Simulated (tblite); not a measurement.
Species: C6H12BNSi.
Bonds: N1–B2, B2–Si3, Si3–C4, C4–C5 (triple), C5–C6, C6–C7, C7–C8, C8–C9, C7–C9. Hydrogens: H10, H11 on N1; H12 on B2; H13, H14 on Si3; H15, H16 on C6; H17 on C7; H18, H19 on C8; H20, H21 on C9.

Computed with GFN2-xTB (tblite), gas phase: L-BFGS steps from a force-field or distance-geometry start until the largest atomic force falls under 0.01 eV/Å.

Step 77: E = -674.1382 eV
```
atom  x, y, z in Å  |  force x, y, z in eV/Å
N1      2.9073   -2.1284    0.4591   -0.019   0.025  -0.007
B2      2.9903   -1.5859    1.7251   -0.006   0.018  -0.012
Si3     2.4058    0.2555    2.0723   -0.001   0.028  -0.024
C4      0.8416    0.6903    1.1651   -0.019   0.007   0.031
C5     -0.1949    0.9912    0.6275    0.003   0.001  -0.004
C6     -1.4452    1.3502   -0.0233    0.008  -0.011  -0.006
C7     -2.0985    0.1528   -0.6832    0.008  -0.015  -0.012
C8     -1.6770   -0.2741   -2.0562   -0.015   0.002  -0.019
C9     -3.0194    0.3618   -1.8461    0.001  -0.006  -0.020
H10     3.1986   -3.0650    0.2292    0.002  -0.023  -0.029
H11     2.5350   -1.6396   -0.3403   -0.009  -0.006   0.022
H12     3.4418   -2.2875    2.5575    0.015  -0.008   0.006
H13     3.3560    1.3100    1.6365   -0.006  -0.033   0.012
H14     2.1063    0.5751    3.4854   -0.014   0.017  -0.003
H15    -1.2536    2.1256   -0.7716    0.025  -0.010   0.005
H16    -2.1250    1.7672    0.7291    0.017   0.003  -0.004
H17    -2.3564   -0.6358    0.0143    0.005  -0.001   0.011
H18    -0.9149    0.2996   -2.5631   -0.006   0.010   0.028
H19    -1.6417   -1.3295   -2.2824    0.012   0.007   0.015
H20    -3.9015   -0.2551   -1.9282    0.002  -0.003   0.000
H21    -3.1635    1.3695   -2.2072   -0.004   0.000   0.009
```

Step 78: E = -674.1385 eV
```
atom  x, y, z in Å  |  force x, y, z in eV/Å
N1      2.9026   -2.1252    0.4586   -0.013   0.006  -0.010
B2      2.9877   -1.5855    1.7255   -0.002   0.024  -0.016
Si3     2.4064    0.2553    2.0745   -0.005   0.050  -0.013
C4      0.8435    0.6922    1.1662   -0.024   0.007   0.029
C5     -0.1935    0.9899    0.6277    0.012  -0.007  -0.005
C6     -1.4436    1.3473   -0.0240    0.008  -0.001  -0.002
C7     -2.0978    0.1505   -0.6840    0.010  -0.015  -0.007
C8     -1.6769   -0.2757   -2.0575   -0.025   0.009  -0.019
C9     -3.0191    0.3617   -1.8462    0.006  -0.009  -0.023
H10     3.1957   -3.0607    0.2260   -0.001  -0.021  -0.027
H11     2.5273   -1.6361   -0.3390   -0.011  -0.001   0.021
H12     3.4429   -2.2857    2.5562    0.018  -0.022   0.011
H13     3.3606    1.3067    1.6396   -0.008  -0.032   0.009
H14     2.1081    0.5784    3.4874   -0.014   0.012  -0.009
H15    -1.2524    2.1232   -0.7715    0.031  -0.006  -0.009
H16    -2.1222    1.7659    0.7280    0.003  -0.002   0.005
H17    -2.3560   -0.6378    0.0133    0.003  -0.006   0.014
H18    -0.9140    0.2989   -2.5628   -0.015  -0.004   0.028
H19    -1.6431   -1.3316   -2.2846    0.015   0.028   0.016
H20    -3.9022   -0.2544   -1.9289    0.013   0.003   0.001
H21    -3.1628    1.3707   -2.2048    0.000  -0.013   0.007
```

Problem. Estimate the geometry and energy of step 79. (The exact step hangs on the optimiser's Hessian estimate; all steps are aligned on step 78, rigid shifts and turns removed.)

Solution. E = -674.1390 eV, largest force 0.055 eV/Å
```
atom  x, y, z in Å  |  force x, y, z in eV/Å
N1      2.8963   -2.1218    0.4581   -0.003  -0.019  -0.014
B2      2.9850   -1.5847    1.7259    0.005   0.021  -0.017
Si3     2.4074    0.2560    2.0768   -0.011   0.054   0.006
C4      0.8458    0.6955    1.1684   -0.029   0.005   0.023
C5     -0.1915    0.9883    0.6278    0.018  -0.014  -0.006
C6     -1.4414    1.3434   -0.0251    0.006   0.009   0.001
C7     -2.0969    0.1472   -0.6852    0.006  -0.008   0.001
C8     -1.6773   -0.2776   -2.0594   -0.025   0.014  -0.011
C9     -3.0187    0.3614   -1.8468    0.008  -0.007  -0.014
H10     3.1909   -3.0563    0.2214   -0.009  -0.003  -0.019
H11     2.5183   -1.6313   -0.3374   -0.013   0.002   0.021
H12     3.4448   -2.2841    2.5548    0.016  -0.027   0.005
H13     3.3662    1.3029    1.6440   -0.003  -0.019   0.001
H14     2.1102    0.5827    3.4895   -0.014   0.006  -0.013
H15    -1.2503    2.1199   -0.7717    0.035  -0.005  -0.023
H16    -2.1189    1.7640    0.7265   -0.011  -0.007   0.013
H17    -2.3556   -0.6407    0.0122    0.003  -0.009   0.013
H18    -0.9132    0.2981   -2.5616   -0.017  -0.014   0.018
H19    -1.6448   -1.3336   -2.2872    0.016   0.041   0.012
H20    -3.9030   -0.2532   -1.9301    0.019   0.005   0.002
H21    -3.1619    1.3721   -2.2015    0.003  -0.022   0.001
```

The energy changes by -0.0004 eV. The first-order estimate −F·Δx gives -0.0006 eV and the mean of the old and new forces, exact on a quadratic surface, -0.0004 eV. The step makes an angle of 78° with the force vector and moves no atom by more than 0.010 Å.

The cost below is that of the whole relaxation. The run took 2.2 s wall on Arm Neoverse N1, one thread, no GPU, shared host with 64 logical CPUs at a one-minute load of 59.
